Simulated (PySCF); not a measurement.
but-3-ene-1-selenol (C₄H₈Se), SMILES C=CCC[SeH].

The structure is a stationary point at PBE-D3(BJ)/def2-SVP. Other conformers were not sampled.

Two levels are set side by side: TDDFT-PBE/def2-SVPD (PySCF) and TDDFT-LC-ωPBE/def2-SVPD (PySCF). Vertical, same geometry. The lowest singlet is HOMO→LUMO 99 % with PBE and HOMO→LUMO 57 %, HOMO→LUMO+1 15 %, HOMO→LUMO+7 10 % with the other functional; states are paired by order. Differences are taken from unrounded values.

```json
[
 {"quantity": "lowest singlet excitation (eV)", "TDDFT-LC-ωPBE": "4.94", "TDDFT-PBE": "4.16", "TDDFT-PBE minus TDDFT-LC-ωPBE": "-0.78"},
 {"quantity": "lowest triplet excitation (TDA) (eV)", "TDDFT-LC-ωPBE": "4.09", "TDDFT-PBE": "3.89", "TDDFT-PBE minus TDDFT-LC-ωPBE": "-0.20"},
 {"quantity": "first bright state (f over 0.05) (eV)", "TDDFT-LC-ωPBE": "7.37", "TDDFT-PBE": "5.57", "TDDFT-PBE minus TDDFT-LC-ωPBE": "-1.80"},
 {"quantity": "its oscillator strength", "TDDFT-LC-ωPBE": "0.59", "TDDFT-PBE": "0.06", "TDDFT-PBE minus TDDFT-LC-ωPBE": "-0.53"}
]
```

A lower first singlet is the usual sign of a functional without exact exchange. Differences between two approximate levels are no errors against the true value.

Rough cost on one machine, each run with all the roots and properties that it gave: TDDFT-LC-ωPBE against TDDFT-PBE about 6 times.
